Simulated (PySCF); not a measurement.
# Trend along the fourth-period p block: MH molecules

CCSD(T) with double-zeta basis sets in PySCF, for the lowest determinant that a PBE0 search found; no spin–orbit coupling. De refers to high-spin ground-configuration atoms.

| M | basis | reference, frozen orbitals | state (unpaired electrons) | Re (Å) | ωe (cm⁻¹) | De (eV) |
| --- | --- | --- | --- | --- | --- | --- |
| Ga | x2c-SVPall | RHF, 9 | singlet (closed shell) | 1.657 | 1653 | 2.82 |
| Ge | cc-pVDZ-PP/cc-pVDZ | UHF, 4 | doublet (π ↑) | 1.603 | 1882 | 2.69 |
| As | aug-cc-pVDZ-PP/aug-cc-pVDZ | UHF, 4 | triplet (π ↑↑) | 1.538 | 2128 | 2.64 |
| Se | def2-SVPD | UHF, 9 | doublet (π ↑) | 1.471 | 2440 | 3.19 |
| Br | aug-cc-pVDZ/aug-cc-pVDZ-PP | RHF, 4 | singlet (closed shell) | 1.426 | 2657 | 3.86 |

The shortest bond is that of HBr (1.426 Å), the longest that of GaH (1.657 Å).

The rows differ in basis set, which adds steps of its own.

The state changes along the series, so neighbouring rows are not always alike in their bonding.

Correlated steps freeze the inner cores (4 to 9 orbitals); shallow outer-core shells are correlated. Correlated levels converge slowly with the basis: in double zeta they bind strong bonds too weakly, by up to about 1 eV, and carry superposition errors of some tenths. Where the molecule has an RHF reference, its open-shell atoms are computed with UHF. States were picked by a PBE0 search and need not be the measured ground states.
